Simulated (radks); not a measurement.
These are the eigenvalues of the occupied orbitals of an atom or ion with whole-number occupations (eV). Method: Dirac Kohn-Sham, PBE, spin-unpolarised, spherical densities, point nucleus; computed with a radial shooting solver on a logarithmic mesh with Libxc functionals.

orbital  eigenvalue
1s1/2     -20905.90
2s1/2     -3023.089
2p1/2     -2791.296
2p3/2     -2673.045
3s1/2     -565.7160
3p1/2     -476.6635
3p3/2     -456.8731
3d3/2     -299.4344
3d5/2     -295.6278
4s1/2     -119.1276
4p1/2      -92.6356
4p3/2      -89.5313
4d3/2      -49.3442
4d5/2      -48.9562

Which element is it, and in what charge state? The configuration may be excited. Open shells, if any, are shared by 2j + 1.

Answer. Z = 43, technetium, charge +4: Tc4+ in [Kr] 4d3. The list shows which subshells hold electrons but not how many an open one holds; the 1s level, -768.28 hartree, gives Z - s = 39.2 by -(Z - s)^2/2, which with screening and relativity narrows Z to a few neighbours, and the depths of the outer levels then fix element, charge and occupations together.
